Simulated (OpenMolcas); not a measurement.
## W: from CASSCF to CASPT2

| Property | Result |
| --- | --- |
| Program | OpenMolcas |
| Basis | ANO-RCC-VQZP [9s8p6d4f3g2h] |
| Scalar Hamiltonian | DKH2, point nucleus |
| Active space | 6 electrons in 11 orbitals (5d 6s 6d) |
| State averaging | 2S+1 = 5 even, 23 roots (14 in the spin-orbit step); 2S+1 = 7 even, 1 root kept (CI in the orbitals of an earlier block); 2S+1 = 3 even, 5 roots kept (CI in the orbitals of an earlier block); 2S+1 = 1 even, 1 root kept (CI in the orbitals of an earlier block, 0 in the spin-orbit step) |
| Spin-orbit coupling | state interaction with AMFI integrals over the reference wave functions, term energies averaged over their components |

Methods on the same reference wave functions:
A. CASSCF
B. SS-CASPT2, IPEA 0.25 Eh, imaginary shift 0.1 Eh (closed shells correlated: 5s 5p)

Energies in cm⁻¹ above 5d⁴ 6s² ⁵D₀, the measured ground level; measured values from NIST Handbook of Basic Atomic Spectroscopic Data.

| Level | A | B | Measured |
| --- | --- | --- | --- |
| 5d⁵ 6s ⁷S₃ | -5866 | -147 | 2951 |
| 5d⁴ 6s² ⁵D₀ | 0.0 | 0.0 | 0.0 |
| 5d⁴ 6s² ⁵D₁ | 431 | 430 | 1670 |
| 5d⁴ 6s² ⁵D₂ | 1330 | 1326 | 3326 |
| 5d⁴ 6s² ⁵D₃ | 2788 | 2780 | 4830 |
| 5d⁴ 6s² ⁵D₄ | 5045 | 5050 | 6219 |

A puts 5d⁵ 6s ⁷S₃ lowest. B puts 5d⁵ 6s ⁷S₃ lowest.

Deviations, from unrounded energies. A percentage is the sum of absolute deviations over the sum of measured energies, with the sign that they share, or ± where signs differ.

```csv
Against measurement,Levels,A,B
mean absolute deviation (cm-1),5,3100,1900
fine structure of the ground term (%),4,-40.2,-40.3
other configurations (%),1,-298.8,-105.0
```

B lies closest to measurement on these levels. The largest miss of B in the table is 5d⁵ 6s ⁷S₃, by -3100 cm-1. The ranking rests on the paired levels alone, and a cruder setting can come out closer through cancelling errors.

The lowest spin-free term lies below A's lowest term by 0.358 hartree in B.

Some high roots are left out of the spin-orbit mixing, which shifts the levels that they would mix with. Terms from blocks run as CI alone lack orbitals of their own. The lowest computed level is not the ground level that NIST lists (5D0). Active for correlation alone: 6d; no level in the range computed is led by a configuration that fills it, so any true level of that kind is missing. Without dynamic correlation excited terms often stand tens of per cent too high (terms of higher spin than the ground term too low), and those without a measured partner can miss by more than the paired ones (holds for A). Measured partners are found by configuration, term and J. A level has none where our copy of the source lacks it or the pairing is in doubt (some pairs that miss far off the trend of their configuration count as doubtful), and it then counts in no deviation. Only configurations of the active space appear. The table leaves out levels that lie high or whose names do not pair safely across all columns.
